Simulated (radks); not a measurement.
The numbers below are computed, except where a source is named.
The technetium ion Tc+, 42 electrons, occupied as [Kr] 4d5 6p1 (not the ground configuration). Level of theory: Dirac Kohn-Sham, PBEsol, spin-unpolarised, spherical densities, point nucleus; open shells fill j = l - 1/2 first (a radial shooting solver on a logarithmic mesh with Libxc functionals).

X-ray form factor f0, the Fourier transform of the density (f0(0) = 42):

sin(theta)/lambda (1/angstrom),f0 (electrons)
0.05,40.649
0.1,38.852
0.15,36.691
0.2,34.115
0.25,31.559
0.3,29.191
0.4,25.232
0.5,22.263
0.6,19.996
0.8,16.468
1,13.465
1.25,10.360
1.5,8.175
2,5.960
